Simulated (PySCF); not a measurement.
C₃H₉FSi. Atoms are numbered in the order given.

```xyz
14

C     -1.5494     0.8946    -0.5282
Si     0.0000     0.0000     0.0226
C      1.5494     0.8946    -0.5282
C      0.0000    -1.7891    -0.5282
F      0.0000     0.0000     1.6672
H     -1.6122     0.9308    -1.6286
H     -2.4537     0.3875    -0.1547
H     -1.5625     1.9312    -0.1547
H      2.4537     0.3875    -0.1547
H      1.6122     0.9308    -1.6286
H      1.5625     1.9312    -0.1547
H      0.0000    -1.8616    -1.6286
H     -0.8912    -2.3188    -0.1547
H      0.8912    -2.3188    -0.1547
```

Geometry: B3LYP-D3(BJ)/def2-SVP.

Computed with PySCF with B3LYP-D3(BJ)/def2-SVP.

Frequencies are harmonic and unscaled.

Modes within 1.5 cm⁻¹ of each other (mostly degenerate sets) share a row, with their intensities summed.

Question: Give all harmonic wavenumbers and intensities. (Estimate from the structure and the level; the computed values follow.)

Answer: 
| mode | ν (cm⁻¹) | IR (km/mol) | moving atoms (share of kinetic energy) |
|---|---|---|---|
| 1 | 133 | 0.0 | H 100 % |
| 2–3 | 156 | 0.0 | H 96 % |
| 4–5 | 190 | 0.1 | C 48 %, H 36 %, F 15 % |
| 6 | 230 | 0.4 | H 38 %, C 29 %, Si 20 %, F 14 % |
| 7–8 | 271 | 29.6 | F 31 %, H 25 %, C 24 %, Si 20 % |
| 9 | 606 | 0.0 | C 70 %, H 22 % |
| 10 | 675 | 0.0 | H 85 %, C 15 % |
| 11–12 | 691 | 4.7 | H 51 %, C 37 %, Si 11 % |
| 13–14 | 766 | 61.4 | H 60 %, C 27 %, Si 13 % |
| 15 | 787 | 3.7 | H 41 %, F 38 %, C 15 % |
| 16–17 | 865 | 277.8 | H 54 %, Si 24 %, C 22 % |
| 18 | 924 | 172.5 | Si 43 %, H 26 %, F 21 %, C 11 % |
| 19–20 | 1275 | 87.6 | H 76 %, C 23 % |
| 21 | 1281 | 14.3 | H 79 %, C 21 % |
| 22 | 1423 | 0.0 | H 95 % |
| 23–24 | 1429 | 0.1 | H 95 % |
| 25–26 | 1436 | 5.3 | H 96 % |
| 27 | 1446 | 10.9 | H 96 % |
| 28–29 | 3027 | 5.3 | H 97 % |
| 30 | 3029 | 1.2 | H 97 % |
| 31–32 | 3115 | 1.7 | H 91 %, C 9 % |
| 33 | 3117 | 18.9 | H 91 %, C 9 % |
| 34–36 | 3123 | 19.6 | H 91 %, C 9 % |
